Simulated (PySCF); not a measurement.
## Si5PH11

The system: Si5PH11, a small molecule; neutral, singlet. The structure, one conformer, was relaxed in the gas phase by PBE0-D3(BJ)/def2-SVP. No frequency run checks that it is a minimum.

SMILES: P[SiH]1[SiH2][SiH2][SiH2][SiH2]1

```csv
atom,x (Å),y (Å),z (Å)
Si1,-0.681,-1.869,0.718
Si2,1.544,-1.104,0.868
Si3,1.414,1.254,0.684
Si4,-0.870,1.752,0.365
Si5,-1.634,-0.218,-0.651
P6,-0.611,-0.456,-2.676
H7,-0.786,-3.251,0.158
H8,-1.318,-1.831,2.072
H9,2.340,-1.658,-0.272
H10,2.196,-1.517,2.149
H11,2.212,1.719,-0.494
H12,1.950,1.918,1.913
H13,-1.077,2.957,-0.498
H14,-1.524,1.981,1.693
H15,-3.114,-0.324,-0.834
H16,0.696,-0.265,-2.121
H17,-0.743,0.918,-3.051
```

Shieldings: GIAO PBE0/pcSseg-1. Shifts are against computed references at the same level: H TMS (σ 31.27 ppm), Si TMS (σ 352.0 ppm). Core levels by delta-SCF with SCAN, pcX-2 on the ionised atom and pcseg-1 elsewhere, spin-free X2C (2p3/2 is the spin-free 2p value less a third of a first-order spin-orbit splitting); from the vacuum level, for chosen atoms.

(1) Give the shieldings and core levels atom by atom.

(2) By CAM-B3LYP/def2-SVPD (TDDFT singlets, Tamm-Dancoff triplets, ionisation by delta-SCF), where does absorption start, and what does vertical ionisation take?

Results:

(1) 
```tsv
atoms	bonded to	σ (ppm)	δ (ppm)	core level (eV)
Si1	2 Si + 2 H	459.3	-107.3	2p3/2 106.08
Si2	2 Si + 2 H	467.5	-115.5	2p3/2 106.09
Si3	2 Si + 2 H	468.0	-116.0	-
Si4	2 Si + 2 H	452.9	-100.9	2p3/2 106.01
Si5	1 P + 2 Si + 1 H	435.5	-83.5	2p3/2 106.02
P6	1 Si + 2 H	587.4	-	2p3/2 136.14
H7	1 Si	27.59	3.68	-
H8	1 Si	27.75	3.51	-
H9	1 Si	27.68	3.59	-
H10	1 Si	27.64	3.62	-
H11	1 Si	27.61	3.65	-
H12	1 Si	27.65	3.61	-
H13	1 Si	27.64	3.63	-
H14	1 Si	27.60	3.67	-
H15	1 Si	27.20	4.07	-
H16	1 P	30.06	1.20	-
H17	1 P	29.54	1.73	-
```

Values are those of this one static structure; atoms that internal rotation interchanges would show their mean in an NMR spectrum.

(2) The lowest singlet lies at 5.51 eV (f 0.015), the strongest of the first 6 at 6.28 eV (f 0.133), the lowest triplet at 5.07 eV; vertical ionisation takes 9.00 eV.

The 3 runs behind this took 8.5 min in all, one thread each of Arm Neoverse V1 on a shared host, launched as `OMP_NUM_THREADS=1 python cluster_run.py task.json out`.
